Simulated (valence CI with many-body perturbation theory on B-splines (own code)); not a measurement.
# Questions on Pr36+

Method: valence CI with perturbative core correlation (CI+MBPT): five valence electrons over a frozen Dirac-Fock core [Ar], a basis of 7 s, 7 p, 8 d, 6 f, 4 g, 1 h functions for each j, with the one-electron correlation potential Σ1 (screened to all orders), the two-electron term Σ2, the three-electron term Σ3, Breit, model QED; selected single and double excitations, second order for the rest (own B-spline code, finite nucleus).

No measured spectrum was set against this ion. As an estimate, large intervals hold to a few tenths of a per cent, small ones and those within an open d or f shell to about a per cent. Only levels of the ground parity were solved; by the run's estimate the other parity begins above the list, which can be wrong where configurations are misplaced.

Levels are named by their leading jj configuration (3d3/2^4 stands for four electrons in 3d with j = 3/2), which in mixed levels can hold well under half, so a name can repeat and another be missing.

Rates and lifetimes use the calculated energies. Strong lines usually hold to 10 to 20 %, long lifetimes can be off by a factor of two.

Problem. What is the ground level?

Solution. (3d3/2^4 3d5/2) J=5/2, composition 31 % 3d5 4P + 31 % 3d5 6S + 16 % 3d5 2D, g = 1.528.

Problem. What is the ionisation energy?

Solution. 2501.1 eV; NIST lists 2501 ± 5 eV (theoretical).

Problem. How well does LS coupling describe the low levels?

Solution. Among the lowest 20 levels the leading LS term, summed over configurations, holds 49 % on average. For single configurations the figures are 49 % in LS and 88 % in jj coupling. Terms mix most in the J = 5/2 level at 0.00 eV, where the leading one holds 31 %.
